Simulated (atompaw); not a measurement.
# Reading a pseudo-wave (neodymium (Nd))

Columns: radius, all-electron u(r) and pseudo u(r) of the 4f shell (level -2.55 eV) of neodymium in the configuration [Kr] 4d10 4f4 5s2 5p6 5d0 6s1.5 6p0.5; LDA (PW92), scalar-relativistic, PAW (atompaw) scheme, atompaw 4.2.0.5.

```
r (bohr)  all-electron  pseudo
   0.115        0.0720  0.0017
   0.231        0.3520  0.0257
   0.346        0.6484  0.1108
   0.462        0.8469  0.2810
   0.577        0.9369  0.5073
   0.692        0.9514  0.7196
   0.808        0.9215  0.8447
   0.923        0.8691  0.8585
   1.038        0.8070  0.8069
   1.154        0.7418  0.7418
   1.269        0.6787  0.6787
   1.385        0.6186  0.6186
   1.500        0.5635  0.5635
   1.615        0.5130  0.5130
   1.731        0.4668  0.4668
   1.846        0.4254  0.4254
   1.962        0.3877  0.3877
   2.077        0.3541  0.3541
   2.192        0.3239  0.3239
   2.308        0.2964  0.2964
   2.423        0.2719  0.2719
   2.538        0.2498  0.2498
   2.654        0.2297  0.2297
   2.769        0.2116  0.2116
   2.885        0.1952  0.1952
   3.000        0.1804  0.1804
```

(1) How many radial nodes do the two functions have?

(2) At about which radius was the pseudo-wave matched?

(3) Where does each function peak?

(4) Is the pseudo-wave norm-conserving?

Results:

(1) The all-electron 4f function has n − l − 1 = 0; the pseudo-wave has 0.

(2) 1.10 bohr, where the columns begin to agree (steps of 0.12 bohr).

(3) Outermost all-electron maximum near 0.69 bohr, pseudo maximum near 0.92 bohr (to the table’s step).

(4) No, it belongs to a PAW set: the norm inside the radius is not constrained, and the difference is carried by the augmentation charge.
